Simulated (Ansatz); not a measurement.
Start from `C[O][Al]1[CH2]C[O]1` and change one atom or group to get `[NH2][Al]1[CH2]C[O]1`.

Ansatz, PBE0-D4/def2-TZVP geometries, multiplicity 1. Each molecule was computed in one conformer, which needn't be the lowest.

```
                                          property  `C[O][Al]1[CH2]C[O]1`
    size of the dipole moment (PBE/def2-TZVPP) / D                   1.27
           HOMO–LUMO gap (ωB97M-V/def2-TZVPP) / eV                  11.40
             HOMO–LUMO gap (B3LYP/def2-TZVPP) / eV                   6.96
             LUMO energy (ωB97M-V/def2-TZVPP) / eV                   1.35
size of the dipole moment (ωB97M-V/def2-TZVPP) / D                   1.40
               HOMO energy (B3LYP/def2-TZVPP) / eV                  -7.41
```

Question: What does the change do to each property? (Estimate.)

Answer: Computed: 
```csv
property,`[NH2][Al]1[CH2]C[O]1`,shift
size of the dipole moment (PBE/def2-TZVPP) / D,2.31,1.04
HOMO–LUMO gap (ωB97M-V/def2-TZVPP) / eV,11.11,-0.29
HOMO–LUMO gap (B3LYP/def2-TZVPP) / eV,6.76,-0.20
LUMO energy (ωB97M-V/def2-TZVPP) / eV,1.34,-0.01
size of the dipole moment (ωB97M-V/def2-TZVPP) / D,2.43,1.03
HOMO energy (B3LYP/def2-TZVPP) / eV,-7.13,0.28
```

With PBE0 the HOMO rises by 0.27 eV and the LUMO rises by 0.10 eV, so the gap narrows by about 0.17 eV. PBE moves the HOMO by 0.25 eV and ωB97M-V by 0.28 eV. Dipoles are sizes alone; their direction can turn.

B3LYP here is the variant with VWN-RPA as its local correlation; programs differ in this.
